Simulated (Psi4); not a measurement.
Psi4 input (wB97X-D/6-31G*):

```
memory 1500 MB

molecule {
1 1
N    -1.06616376    0.26085306    0.21523175
C     0.14270879   -0.03491586   -0.02880933
O     1.21557910   -0.29740978   -0.24539496
H    -1.63611033   -0.34254441    0.80947549
H    -1.48162886    1.10534638   -0.18008208
symmetry c1
no_reorient
no_com
}

set {
  basis 6-31G*
  reference rks
  scf_type pk
  dft_radial_points 99
  dft_spherical_points 590
  e_convergence 1e-8
  d_convergence 1e-7
  maxiter 150
}

e = energy('wb97x-d')
print_out(f'\nFINAL {e:.10f} DIPOLE {variable("CURRENT DIPOLE")[0]:.6f} {variable("CURRENT DIPOLE")[1]:.6f} {variable("CURRENT DIPOLE")[2]:.6f}\n')
```

Q: Predict the final energy.

A: -168.90922 Eh.
